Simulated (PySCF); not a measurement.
# Fe+ (iron, charge +1) across methods

[Ar] 3d7, high-spin 4F determinant (an excited configuration). Computed with PySCF 2.14 in aug-cc-pwCVTZ-DK (10s9p7d4f3g, 127 functions), with scalar relativity by spin-free X2C-1e.

| method | E (hartree) | mean ε 3p β (eV) | mean ε 3d α (eV) | mean ε 3d β (eV) | Σ⟨r²⟩ (bohr²) | ⟨S²⟩ |
| --- | --- | --- | --- | --- | --- | --- |
| LDA | -1269.779 | -61.507 | -12.765 | -10.550 | 21.50 | 3.754 |
| PBE | -1272.094 | -61.341 | -12.479 | -10.496 | 21.53 | 3.753 |
| r2SCAN | -1272.290 | -62.172 | -12.583 | -10.500 | 21.18 | 3.755 |
| B97-3 | -1272.185 | -64.976 | -14.511 | -12.311 | 20.98 | 3.755 |
| PBE0 | -1272.104 | -64.668 | -14.449 | -12.172 | 21.04 | 3.754 |
| BP86 | -1272.529 | -61.488 | -12.565 | -10.684 | 21.45 | 3.753 |
| wB97M-V | -1272.224 | -67.353 | -16.969 | -14.843 | 21.22 | 3.756 |

Estimate the same row for UHF.

E (hartree) = -1271.04131; mean ε 3p β (eV) = -73.656; mean ε 3d α (eV) = -20.012; mean ε 3d β (eV) = -16.605; Σ⟨r²⟩ (bohr²) = 20.22; ⟨S²⟩ = 3.758.
